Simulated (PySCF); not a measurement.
Species: C₆H₁₀FN.
InChI=1S/C6H10FN/c7-6-1-4-2-8-3-5(4)6/h4-6,8H,1-3H2/t4-,5+,6+/m0/s1

Theory: PySCF 2.14.0, density-fitted response routines, TDDFT PBE0/def2-SVPD, vertical, gas phase, core orbitals frozen in the response. Geometry: GFN2-xTB, one conformer, isolated molecule.

Problem. Predict the UV-vis stick spectrum at this level.

Solution. 

```
state  E (eV)  λ (nm)  ν̃ (cm⁻¹)       f  main configurations (H = HOMO, L = LUMO)
   S1    6.19   200.4      49890   0.014                                 H→L (93%)
   S2    6.51   190.5      52480   0.031                               H→L+1 (97%)
   S3    7.06   175.7      56900  0.0040                               H→L+2 (95%)
   S4    7.42   167.1      59830  0.0053                  H→L+4 (51%), H→L+3 (41%)
   S5    7.52   164.9      60630  0.0049                  H→L+3 (50%), H→L+4 (45%)
   S6    7.82   158.5      63100  0.0018     H→L+6 (39%), H→L+5 (38%), H→L+7 (19%)
```

Triplets (Tamm–Dancoff): T1 5.96 eV, H→L (88%); T2 6.39 eV, H→L+1 (95%).

The lowest singlet comes at 200 nm (597 kJ/mol) in the ultraviolet; it is weak; its leading configuration is HOMO→LUMO (93%). The most intense listed level is S2 at 6.51 eV (191 nm, f = 0.031), 0.32 eV above S1. Löwdin shares by element: HOMO nitrogen 58%, carbon 16% or more, hydrogen 6% or more (atoms not listed hold the other 20%); LUMO hydrogen 23% or more, carbon 18% or more (atoms not listed hold the other 59%). The oscillator strengths of these states sum to 0.061; summed over the whole spectrum of an exact calculation they would give the number of electrons, 62 (Thomas–Reiche–Kuhn). Of the 6 states listed, 2 reach f = 0.01 and none stays under 0.0005. Orbital energies (eV): HOMO-3 -9.34, HOMO-2 -8.62, HOMO-1 -8.50, HOMO -6.81, LUMO 0.67, LUMO+1 0.80, LUMO+2 1.29. Only the lowest 6 singlets were computed, as vertical energies without vibronic structure.

Without π bonds the low states may be Rydberg-like; a valence basis with one diffuse set may place them up to an eV too high.
